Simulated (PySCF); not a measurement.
# CuHF: from structure and modes to constants

All numbers come from PySCF, UPBE0, basis Cu def2-TZVP, H def2-TZVP, F def2-TZVP (no relativity, density fitting).

The doublet minimum has C∞v symmetry. Masses (u): Cu 62.92960, H 1.00782, F 18.99840.

```xyz
3
charge 0 multiplicity 2, angstrom
Cu    0.0000    0.0000   -0.3838
H     0.0000    0.0000   -1.8672
F     0.0000    0.0000    1.3703
```

Harmonic wavenumbers (cm⁻¹): 489.8 (π, ×2), 641.2 (σ+, ×1), 1989.3 (σ+, ×1).

(1) What is the harmonic zero-point energy?

(2) Give the standard entropy (298.15 K, 1 bar) by its translational, rotational, vibrational and spin parts, and Cp.

Results:

(1) Half the sum of all 4 wavenumbers, 3610/2 = 1805 cm⁻¹, which is 21.6 kJ/mol (1 cm⁻¹ = 0.0119627 kJ/mol).

(2) Sackur–Tetrode with M = 82.94 u gives 164.0; rotation with symmetry number 1 gives 61.4; vibration 7.3; spin R ln 2 = 5.8. The total is 238.5 J/(mol K), and Cp = 7/2 R + 14.7 = 43.8 J/(mol K).

Other isomers or separated fragments may lie lower. Other spin states or occupations of the open shell can lie lower.
